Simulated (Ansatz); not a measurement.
One change: `[F][Ge]([SH])([Cl])[Cl]` becomes `[OH][Ge]([F])([Cl])[Cl]`.

Ansatz, PBE0-D4/def2-TZVP geometries, multiplicity 1. Each molecule was computed in one conformer, which needn't be the lowest.

Scalar relativity is left out up to krypton.

| property | `[F][Ge]([SH])([Cl])[Cl]` |
| --- | --- |
| LUMO energy (B3LYP/def2-TZVPP) / eV | -2.07 |
| LUMO energy (ωB97M-V/def2-TZVPP) / eV | 0.32 |
| ideal-gas entropy at 298 K and 1 bar (rigid rotor, harmonic PBE0-D4/def2-TZVP) / J/(mol·K) | 374 |
| HOMO energy (B3LYP/def2-TZVPP) / eV | -8.26 |
| LUMO energy (PBE/def2-TZVPP) / eV | -2.75 |
| HOMO–LUMO gap (PBE/def2-TZVPP) / eV | 4.47 |

Task: Give the same properties after the change, and the shifts. (An estimate is asked.)

Result: The calculation gave: 
```csv
property,`[OH][Ge]([F])([Cl])[Cl]`,shift
LUMO energy (B3LYP/def2-TZVPP) / eV,-1.80,0.27
LUMO energy (ωB97M-V/def2-TZVPP) / eV,0.63,0.31
"ideal-gas entropy at 298 K and 1 bar (rigid rotor, harmonic PBE0-D4/def2-TZVP) / J/(mol·K)",361,-13
HOMO energy (B3LYP/def2-TZVPP) / eV,-9.49,-1.23
LUMO energy (PBE/def2-TZVPP) / eV,-2.49,0.26
HOMO–LUMO gap (PBE/def2-TZVPP) / eV,5.75,1.28
```

With PBE0 the HOMO falls by 1.26 eV and the LUMO rises by 0.31 eV, so the gap widens by about 1.57 eV. PBE moves the HOMO by -1.02 eV and ωB97M-V by -1.32 eV.

B3LYP here is the variant with VWN-RPA as its local correlation; programs differ in this.
